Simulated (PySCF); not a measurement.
**Spinor energies of Os (osmium, neutral)**

Start: [Xe] 4f14 5d6 6s2; 5d3/2 filled at m_j = +3/2; 5d5/2 filled at m_j = -3/2, -1/2, +1/2, +3/2, +5/2. Calculated with PySCF 2.14 in x2c-TZVPall-2c with one added diffuse shell each of s, p, d type (12s12p11d2f, 117 functions): generalised Hartree-Fock with the X2C-1e Hamiltonian and a Gaussian nucleus; spin-orbit coupling (SO) screened by Boettger's factors. This is a chosen level, not necessarily the ground level.

```
spinor shell  electrons  ε, screened SO (eV)  weight of nominal j (screened SO)  rms radius, screened SO (bohr)
       1s1/2          2             -74254.5                              1.000                          0.0201
       2s1/2          2             -13074.7                              1.000                          0.0809
       2p1/2          2             -12495.7                              1.000                          0.0687
       2p3/2          4             -10958.8                              1.000                          0.0764
       3s1/2          2              -3106.8                              1.000                           0.207
       3p1/2          2              -2848.4                              1.000                           0.198
       3p3/2          4              -2507.8                              1.000                           0.214
       3d3/2          4              -2080.2                              1.000                           0.188
       3d5/2          6              -2006.8                              1.000                           0.193
       4s1/2          2              -689.54                              1.000                           0.459
       4p1/2          2              -579.95                              1.000                           0.466
       4p3/2          4              -498.89                              1.000                           0.499
       4d3/2          4              -318.81                              0.999                           0.519
       4d5/2          6              -303.11                              1.000                           0.531
       5s1/2          2              -107.92                              1.000                            1.08
       5p1/2          2              -72.821                              0.731                            1.09
       4f5/2          6              -72.544                              0.910                           0.676
       4f7/2          8              -69.577                              0.992                           0.611
       5d5/2          5              -13.074                              0.486                            1.89
       5d3/2          1               -9.710                              0.665                            2.00
       6s1/2          2               -7.826                              0.994                            3.46
```

Problem. Where does 5p3/2 lie, and what is the 5p spin-orbit splitting (screened SO)?

Solution. At -57.767 eV, 15.054 eV above 5p1/2.

```tsv
quantity	screened SO
E (hartree)	-17263.74355
M_J	4
⟨J²⟩	20.084
⟨L²⟩	6.707
⟨S²⟩	5.830
```

Each row is a mean over spinors that exchange with the open shell spreads, by up to 7.462 eV (5p3/2).

Rows whose weight is well below 1 are mixtures of j = l ± 1/2: exchange outweighs spin-orbit coupling there, and the label is only the starting occupation.

⟨J²⟩ departs a little from M_J(M_J + 1) because the unrestricted spinors polarise the closed shells.

Breit and QED terms are absent; they matter most for the inner s and p1/2 levels.

Densities and radii are taken from the X2C orbitals without a picture-change correction, which distorts them close to the nucleus.
